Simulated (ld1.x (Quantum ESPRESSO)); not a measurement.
# Which change was made? (Sn, TM)

```
Element                 : Sn (Z = 50)
Generator               : ld1.x (Quantum ESPRESSO) 7.5
Type                    : norm-conserving Troullier–Martins (Kleinman–Bylander form)
Functional              : LDA (PZ)
Relativity              : fully relativistic
Frozen core             : [Kr]
Valence charge          : 14
Reference configuration : 4d10 5s2 5p2
Partial waves           : 5p (bound): rc 2.05 bohr; 4d (bound): rc 1.65 bohr; 5s (bound): rc 2.20 bohr
Local potential         : the s channel
Core correction         : none
```

Open shells are filled in proportion to 2j + 1 (rel_dist='average').

Cutoffs, loose and tight: the cutoffs (Ry, on a coarse ladder) from which the occupation-weighted sum of valence levels, in a spherical-Bessel basis at the reference potential, stays within 10 and 1 mRy of its value at 400 Ry. They do not see the model core or the augmentation charge, which bear on the density cutoff. Test errors are all-electron minus pseudo excitation energies from the reference, over the configurations 4d10 5s2 5p1; 4d10 5s2 5p0; 4d10 5s1 5p0; 4d9 5s2 5p2; 4d10 5s1 5p3; 4d10 5s1 5p2; 4d10 5s0 5p4; variants that change the core or the reference have their own tests.

The base gives: outcome: generated; cutoff, loose: 80 Ry; cutoff, tight: 140 Ry; bound ghosts: none; largest test error (meV): -222.

On the changes marked as counting shells twice: ld1.x takes every shell without a wave as core, so the model core holds the marked electrons as well and exchange and correlation see them twice. This cancels in the reference configuration, but the file is broken for other ones, and its errors say nothing about a proper core correction.

**Question.** After one change the result is: outcome: generated, misses its reference levels by 5.19 eV; bound ghosts: not determined; largest test error (meV): -2403. Which change was it?
A. wave 5p (bound): rc 2.05 bohr becomes 5p (bound): rc 1.32 bohr
B. wave 5s (bound): rc 2.20 bohr becomes 5s (bound): rc 1.46 bohr
C. core [Ar] 3d10, valence charge 22; reference 4s2 4p6 4d10 5s2 5p2; waves now 4s (bound): rc 0.75 bohr; 4d (bound): rc 0.95 bohr; 4p (bound): rc 1.20 bohr; local potential the p channel; core correction a·sin(br)/r model core, default radius (core density twice the valence density) (5p, 5s counted twice)
D. wave 4d (bound): rc 1.65 bohr becomes 4d (bound): rc 2.18 bohr

**Answer.** C. The others give: wave 5p (bound): rc 2.05 bohr becomes 5p (bound): rc 1.32 bohr → outcome: generated; cutoff, loose: 300 Ry; cutoff, tight: over 300 Ry; bound ghosts: p3/2, p1/2; largest test error (meV): -255 | wave 4d (bound): rc 1.65 bohr becomes 4d (bound): rc 2.18 bohr → outcome: generated; cutoff, loose: 55 Ry; cutoff, tight: 100 Ry; bound ghosts: none; largest test error (meV): -71 | wave 5s (bound): rc 2.20 bohr becomes 5s (bound): rc 1.46 bohr → outcome: generated; cutoff, loose: 80 Ry; cutoff, tight: 160 Ry; bound ghosts: p1/2; largest test error (meV): +52.
